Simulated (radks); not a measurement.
Polarisability of the scandium ion Sc2+, [Ar] 3d1, at imaginary frequency. Calculated with a radial shooting solver on a logarithmic mesh with Libxc functionals: non-relativistic Kohn-Sham, PBE, spin-unpolarised, spherical densities, point nucleus. Response by self-consistent Sternheimer equations with the Hartree and adiabatic LDA kernel.

| w (hartree) | alpha1(iw) (bohr^3) |
|---|---|
| 0.00266 | 5.205 |
| 0.0143 | 5.198 |
| 0.0360 | 5.159 |
| 0.0697 | 5.044 |
| 0.118 | 4.800 |
| 0.186 | 4.414 |
| 0.280 | 3.939 |
| 0.413 | 3.432 |
| 0.605 | 2.899 |
| 0.892 | 2.308 |
| 1.35 | 1.649 |
| 2.12 | 0.9907 |
| 3.59 | 0.4693 |
| 6.94 | 0.1646 |
| 17.5 | 0.03654 |

Static values: alpha1 = 5.205 bohr^3 (0.7713 angstrom^3; uncoupled 6.792). C6 = 15.16, triple-dipole C9 = 50.02 atomic units. One-pole (London) frequency 4 C6 / (3 alpha1^2) = 0.746 hartree, against 0.663 for minus the highest occupied eigenvalue.
